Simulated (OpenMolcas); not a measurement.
Ta3+ (d2) in a complex was computed by CASSCF with the d shell active (OpenMolcas, ANO-RCC-VTZP on the metal). Its lowest spin-free states, and all those of the highest spin:

| 2S+1 | Degeneracy | E (cm-1) |
| --- | --- | --- |
| 3 | 2 | 0.0 |
| 3 | 1 | 2357 |
| 1 | 1 | 4382 |
| 1 | 1 | 5442 |
| 3 | 1 | 5922 |
| 1 | 2 | 9199 |
| 3 | 2 | 12880 |
| 1 | 1 | 14068 |
| 1 | 1 | 16212 |
| 1 | 2 | 20756 |
| 1 | 1 | 20801 |
| 3 | 1 | 26582 |
| 3 | 2 | 37133 |
| 3 | 1 | 48246 |

**Question.** Is the site octahedral, tetrahedral or cube-like, axial, or of lower symmetry?

**Answer.** The states with 2S+1 = 3 have orbital degeneracies 2, 1, 1, 2, 1, 2, 1. There are pairs but no triples, so the site is axial: not cubic, but with a proper or improper axis of order three or more. The run had Ta3+ with 4 ligands (chloride) in square-planar coordination (D4h) at 2.44 Å. A charge of +0.25 e stands 2.6 Å behind each ligand. Ligand basis ANO-RCC-VDZP.

An orbital doublet at a regular site is open to a Jahn-Teller distortion, which this geometry leaves out. Without dynamic correlation the repulsion within the d shell is too large (B by tens of per cent), so at a given field states of lower spin stand too high. The least metal-like active orbital is 73 % on the metal (Löwdin) and no ligand orbital is active, so the numbers are rough. With metal d orbitals alone the field can be off either way by tens of per cent. Ligand-to-metal charge-transfer states are missing. With no ligand orbital active B as a rule stays too high, so bands that hang on it stand too high and its fall with covalency is understated. The distance lies 4 % over the 2.35 Å that this model takes as the normal distance (a Shannon-type radius plus a fixed donor radius); by an R⁻⁵ law this alone changes a d-shell field by about -17 %. No measured value stands beside these numbers; the geometry was imposed, not optimised, and the real ion may take another.
